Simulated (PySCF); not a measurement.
# How the method moves the HOMO and LUMO of `C[S][GeH2][O][GeH3]`

Species: CH8Ge2OS.
Z-matrix (Å and degrees, PBE0-D3(BJ)/def2-SVP geometry), rows numbered from 1:
```
C 
S   1  1.8231
Ge  2  2.2183  1   98.84
O   3  1.7747  2  109.08  1    66.07
Ge  4  1.7848  3  126.43  2    40.97
H   1  1.0987  2  111.36  3   -56.29
H   1  1.0982  2  106.78  3  -174.87
H   1  1.0992  2  111.28  3    66.55
H   3  1.5385  2  106.42  1  -174.55
H   3  1.5367  2  111.28  1   -49.59
H   5  1.5364  4  105.07  3   162.30
H   5  1.5414  4  109.70  3    42.76
H   5  1.5402  4  109.21  3   -78.71
```

Basis pcSseg-1 throughout (PySCF), one geometry. One conformer (not necessarily the lowest) at the PBE0-D3(BJ)/def2-SVP geometry, without solvent, vibrations or thermal averaging. The calculation is non-relativistic, for germanium too.

Task: How do the orbital energies, the gap and the dipole change with the method?

Result: 
```tsv
method	kind	HOMO (eV)	LUMO (eV)	gap (eV)	μ (D)	SCF cycles
BLYP	GGA	-5.65	-0.84	4.81	0.78	14
B97-D	GGA	-5.81	-0.87	4.93	0.82	14
PBE	GGA	-5.83	-0.98	4.86	0.82	14
OPBE	GGA	-5.84	-0.73	5.11	0.85	14
KT3	GGA	-5.92	-0.99	4.93	0.79	14
LDA	LDA	-5.93	-1.24	4.68	0.83	14
KT2	GGA	-5.93	-1.19	4.73	0.83	14
BP86	GGA	-5.94	-1.09	4.85	0.84	14
B3LYP	global hybrid	-6.81	-0.28	6.53	0.76	13
B97-2	global hybrid	-6.83	-0.08	6.75	0.80	13
PBE0	global hybrid	-7.07	-0.07	7.00	0.80	12
mPW1PW91	global hybrid	-7.10	-0.07	7.03	0.80	12
BHandHLYP	global hybrid	-8.15	0.91	9.06	0.74	11
CAM-B3LYP	range-separated hybrid	-8.36	1.01	9.37	0.73	12
wB97X-D	range-separated hybrid	-8.94	1.68	10.62	0.79	13
LC-wPBE	range-separated hybrid	-9.78	2.19	11.97	0.77	13
HF	Hartree–Fock	-9.91	3.35	13.26	0.77	11
```

The HOMO spans 4.26 eV, from BLYP down to HF, and the gap runs from 4.68 eV (LDA) to 13.26 eV (HF). Over the methods BLYP (0 %), B97-D (0 %), PBE (0 %), OPBE (0 %), KT3 (0 %), LDA (0 %), KT2 (0 %), BP86 (0 %), B3LYP (20 %), B97-2 (21 %), PBE0 (25 %), mPW1PW91 (25 %), BHandHLYP (50 %), HF (100 %), a straight line through the gap against the share of exact exchange rises by 0.84 eV for each 10 % (correlation coefficient 0.999). The dipole ranges from 0.73 D (CAM-B3LYP) to 0.85 D (OPBE). This basis has no diffuse functions.
